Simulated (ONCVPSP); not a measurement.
# Building the ONCV potential for barium (PBE, scalar-relativistic).

* Element: barium (Ba)
* Generator: ONCVPSP 4.0.1
* Type: optimised norm-conserving Vanderbilt (ONCV)
* Functional: PBE
* Relativity: scalar-relativistic
* Frozen core: [Kr] 4d10
* Valence charge: 10
* Reference configuration: 5s2 5p6 6s1.5 (charge +0.5)
* Partial waves: 5s+6s: rc 2.30 bohr, ncon 4, nbas 7, qcut 5.2 1/bohr, 2 projectors; 5p: rc 2.05 bohr, ncon 3, nbas 6, qcut 4.2 1/bohr, 2 projectors, debl 0.5 Ha; d scattering state at 0.33 Ha: rc 2.05 bohr, ncon 3, nbas 6, qcut 4.3 1/bohr, local
* Local potential: the d channel
* Core correction: Teter function, fcfact 3.5, rcfact 1.1

In the p channel the program set the typed energies aside and used -0.787, 0.250 Ha. In the d channel the program set the typed energies aside and used 0.050 Ha.

All-electron outer shells of the reference configuration (PBE, scalar-relativistic, ld1.x):

```tsv
shell	level (eV)	outermost node (bohr)	outermost maximum (bohr)
5s	-36.37	0.80	1.47
5p	-21.42	0.86	1.67
6s	-5.34	1.96	4.00
```

Results:

- Cutoffs needed: 9.7 Ha and 26 Ha (the cutoffs (Ha) at which the residual kinetic energy of the hardest occupied pseudo-wave falls to 1 and 0.1 mHa per electron)
- Ghost test: no bound ghost flagged; no localised positive-energy state flagged
- Largest excitation error: -30 meV (all-electron minus pseudo) for 5s1 5p6 6s2, out of 4 test configurations
- rms error of d²Exc/dni dnj: 2.94 mHa without and 1.34 mHa with the model core

Generation and tests took about 7.1 s on one core of a shared server CPU.
